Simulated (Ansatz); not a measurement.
`[F][Sn]([Cl])([Cl])[Br]` and `[F][SnH]([Cl])[Cl]` differ in one atom or group.

Ansatz, PBE0-D4/def2-TZVP geometries, multiplicity 1. 

Elements past krypton have def2 core potentials. Scalar relativity is left out up to krypton.

```json
{"property": "LUMO energy (PBE/def2-TZVPP) / eV", "`[F][Sn]([Cl])([Cl])[Br]`": "-4.15"}
{"property": "zero-point energy (PBE0-D4/def2-TZVP) / kJ/mol", "`[F][Sn]([Cl])([Cl])[Br]`": "13.9"}
{"property": "size of the dipole moment (ωB97M-V/def2-TZVPP) / D", "`[F][Sn]([Cl])([Cl])[Br]`": "1.38"}
{"property": "ideal-gas entropy at 298 K and 1 bar (rigid rotor, harmonic PBE0-D4/def2-TZVP) / J/(mol·K)", "`[F][Sn]([Cl])([Cl])[Br]`": "389"}
{"property": "HOMO–LUMO gap (PBE0/def2-TZVPP) / eV", "`[F][Sn]([Cl])([Cl])[Br]`": "6.18"}
{"property": "HOMO energy (PBE0/def2-TZVPP) / eV", "`[F][Sn]([Cl])([Cl])[Br]`": "-9.46"}
```

Q: What does the change do to each property? (An estimate is asked.)

A: Ansatz gave: 
```
                                                                                  property  `[F][SnH]([Cl])[Cl]`  shift
                                                         LUMO energy (PBE/def2-TZVPP) / eV                 -3.13   1.02
                                            zero-point energy (PBE0-D4/def2-TZVP) / kJ/mol                  29.6   15.7
                                        size of the dipole moment (ωB97M-V/def2-TZVPP) / D                  2.52   1.14
ideal-gas entropy at 298 K and 1 bar (rigid rotor, harmonic PBE0-D4/def2-TZVP) / J/(mol·K)                   344    -45
                                                      HOMO–LUMO gap (PBE0/def2-TZVPP) / eV                  7.44   1.26
                                                        HOMO energy (PBE0/def2-TZVPP) / eV                 -9.62  -0.16
```

With PBE0 the HOMO falls by 0.16 eV and the LUMO rises by 1.10 eV, so the gap widens by about 1.26 eV. PBE moves the HOMO by -0.07 eV and ωB97M-V by -0.20 eV. Dipoles are sizes alone; their direction can turn.

Spin–orbit coupling is left out; it splits and shifts lone-pair levels of the heavy atoms by tenths of an eV.
